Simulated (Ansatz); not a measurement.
Basis-set extrapolation for CH$_{4}$FNOSi (`NC1(F)O[SiH2]1`) (PBE0-D4/def2-TZVP geometry, frozen core, Ansatz). Multiplicity 1, RHF reference.

```
                      def2-TZVPP   def2-QZVPP
                 HF  -557.983117  -558.004716
    MP2 correlation    -0.974173    -1.052517
CCSD(T) correlation    -1.035744      not run
```

Energies in hartree. Use E(X) = E(∞) + A·exp(−7.88·√X) for Hartree–Fock and E(X) = E(∞) + B·X^(−2.97) for correlation, with X = 3 and 4, and add CCSD(T) minus MP2 of the smaller set to the MP2 limit.

Q: What is the CCSD(T) energy at the basis-set limit?

A: HF limit: -558.004716 + (-0.021599) × 0.13774 = -558.00769. MP2 limit: -1.052517 + (-0.078344) × 0.74074 = -1.11055. Higher-order term: -1.035744 − (-0.974173) = -0.06157. Total: -559.17981 hartree, 422.6 kJ/mol below CCSD(T)/def2-TZVPP.
